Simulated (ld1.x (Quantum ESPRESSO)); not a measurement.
# What one change does to a pseudopotential (palladium, TM)

ld1.x (Quantum ESPRESSO) 7.5 input, shortened:

```
&input
   title='Pd', zed=46., rel=1, dft='PZ', iswitch=3,
   config='[Kr] 4d10 5s0 5p0'
 /
 &inputp
   pseudotype=2, tm=.true., lloc=2,
   nlcc=.false.
 /
3
5S  1  0   0.00   0.00  2.15  2.15  0.0
5P  2  1   0.00   0.00  3.35  3.35  0.0
4D  3  2  10.00   0.00  1.50  1.50  0.0
 &test
   configts(1)='4d10 5s0 5p0'
 /
```

All-electron outer shells of the reference configuration (LDA (PZ), scalar-relativistic, ld1.x):

| shell | level (eV) | outermost node (bohr) | outermost maximum (bohr) |
| --- | --- | --- | --- |
| 4s | -85.44 | 0.45 | 0.85 |
| 4p | -51.36 | 0.46 | 0.91 |
| 4d | -4.31 | 0.45 | 1.10 |
| 5s | -3.62 | 1.15 | 2.64 |
| 5p | -0.36 | 1.31 | 4.09 |

Change: core [Ar] 3d10, valence charge 18; reference 4s2 4p6 4d10 5s0 5p0; waves now 4s (bound): rc 0.95 bohr; 4p (bound): rc 1.05 bohr; 4d (bound): rc 2.20 bohr; local potential all-electron potential smoothed inside 1.15 bohr (lloc = -1).

Cutoffs: the cutoffs (Ry, on a coarse ladder) from which the occupation-weighted sum of valence levels, in a spherical-Bessel basis at the reference potential, stays within 10 and 1 mRy of its value at 400 Ry; they do not see the model core or the augmentation charge, which bear on the density cutoff. Errors are all-electron minus pseudo energies relative to the spin-unpolarised reference configuration.

Problem. What does the change do?

Solution. The potential gets harder (70 Ry and 80 Ry → 160 Ry and 260 Ry); the bound ghost in p, s disappears. The added semicore shells are compact, so their waves need more plane waves. Several settings change at once here, so the effects cannot be laid on one of them.

| quantity | base | changed |
| --- | --- | --- |
| cutoff, loose | 70 Ry | 160 Ry |
| cutoff, tight | 80 Ry | 260 Ry |
| bound ghosts | s, p | none |
| largest error over its own tests, meV | -649 | +399 |

 A true bound ghost makes a file unfit for plane-wave use even where its test errors are small: the radial tests pick states by their node count and pass the ghost by.
